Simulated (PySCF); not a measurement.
A GIAO shielding run with PySCF 2.14 (density fitting, non-relativistic, gas phase) on SMILES CS[Si@@H](Cl)C1=C(Cl)CC1, C5H8Cl2SSi:

```
$ OMP_NUM_THREADS=1 python probes_run.py task.json out

{"job": {"kind": "nmr", "xc": "PBE0", "basis": "pcSseg-1"}, "charge": 0, "multiplicity": 1}
C     -2.561456     0.100154     1.056753
S     -2.641813     0.045390    -0.762554
Si    -0.871780    -1.114274    -1.164503
Cl    -0.639329    -1.200461    -3.158151
C      0.607985    -0.245076    -0.422325
C      1.192579    -0.211427     0.783371
Cl     0.885754    -1.009554     2.258792
C      2.258259     0.776252     0.422828
C      1.602807     0.762080    -0.979837
H     -2.655245    -0.904133     1.456399
H     -3.394568     0.711213     1.386625
H     -1.623563     0.547779     1.367817
H     -1.049064    -2.447929    -0.604419
H      2.208409     1.727125     0.949978
H      3.276428     0.394720     0.463850
H      2.233064     0.372548    -1.775219
H      1.164535     1.707622    -1.289314
```

Hardware: 1 thread of an Intel Xeon, shared host. The job also computes population analyses, field gradients, ring-centre shieldings.

Q: How large is the calculation?

A: 102 electrons, 221 basis functions and 1239 auxiliary functions.

Q: How long does it take, and how much memory does it need?

A: 3 min of wall time, with 14 SCF cycles and 5 response iterations; peak memory 1.1 GiB. Times on a shared host scatter by some tens of per cent.
